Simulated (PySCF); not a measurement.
Isomers of C5H12Si2. Theory: PySCF 2.14.0, density-fitted response routines, TDDFT PBE0/def2-SVPD, vertical, gas phase, core orbitals frozen in the response. Geometries: GFN2-xTB; one conformer of each isolated species. Triplets are in the Tamm–Dancoff approximation.

A. `C#C[SiH2]C(C)(C)[SiH3]`
B. `C1(CCCC=1)[SiH2][SiH3]`
C. `CC#C[SiH2]CC[SiH3]`
D. `C=C[Si@@H]1C[SiH2][C@H]1C`

Lowest singlet levels (six at most, fewer where fewer were computed) with oscillator strengths:

1. 208 nm (f 0.070); 198 nm (f 0.024); 194 nm (f 0.316); 187 nm (f 0.001); 178 nm (f 0.015); 178 nm (f 0.022); T1 4.07 eV
2. 201 nm (f 0.000); 195 nm (f 0.053); 194 nm (f 0.002); 183 nm (f 0.094); 175 nm (f 0.001); 173 nm (f 0.000); T1 5.00 eV
3. 232 nm (f 0.014); 210 nm (f 0.136); 204 nm (f 0.049); 193 nm (f 0.006); 188 nm (f 0.001); 182 nm (f 0.012); T1 4.08 eV
4. 205 nm (f 0.000); 198 nm (f 0.012); 197 nm (f 0.001); 181 nm (f 0.031); 176 nm (f 0.028); 176 nm (f 0.016); T1 5.00 eV

Question: Match each spectrum to its molecule.

Answer: 1 = B, 2 = A, 3 = D, 4 = C.
- A: S1 at 6.16 eV, HOMO-1→LUMO (60%), HOMO→LUMO+1 (16%), HOMO-2→LUMO+1 (12%); Löwdin shares by element: HOMO carbon 39% or more, silicon 22% (atoms not listed hold the other 40%); LUMO carbon 44% or more, silicon 24% (atoms not listed hold the other 31%); HOMO -7.78 and LUMO -0.17 eV.
- B: S1 at 5.95 eV, HOMO→LUMO (55%), HOMO→LUMO+1 (41%); Löwdin shares by element: HOMO carbon 72% or more (atoms not listed hold the other 28%); LUMO carbon 46% or more, silicon 25% (atoms not listed hold the other 29%); HOMO -6.98 and LUMO -0.15 eV.
- C: S1 at 6.05 eV, HOMO-1→LUMO (50%), HOMO→LUMO+1 (23%); Löwdin shares by element: HOMO carbon 60% or more, silicon 9% or more (atoms not listed hold the other 31%); LUMO carbon 35% or more, silicon 19% or more (atoms not listed hold the other 46%); HOMO -7.49 and LUMO 0.12 eV.
- D: S1 at 5.34 eV, HOMO→LUMO (81%), HOMO-1→LUMO (15%); Löwdin shares by element: HOMO carbon 42% or more, silicon 23% (atoms not listed hold the other 35%); LUMO carbon 57% or more, silicon 14% or more (atoms not listed hold the other 28%); HOMO -7.31 and LUMO -0.80 eV.
A and C have S1 within 0.12 eV of each other; their strongest listed levels stand at 6.77 eV (f 0.094) and 6.84 eV (f 0.031).
B and C have S1 within 0.11 eV of each other; their strongest listed levels stand at 6.39 eV (f 0.316) and 6.84 eV (f 0.031).
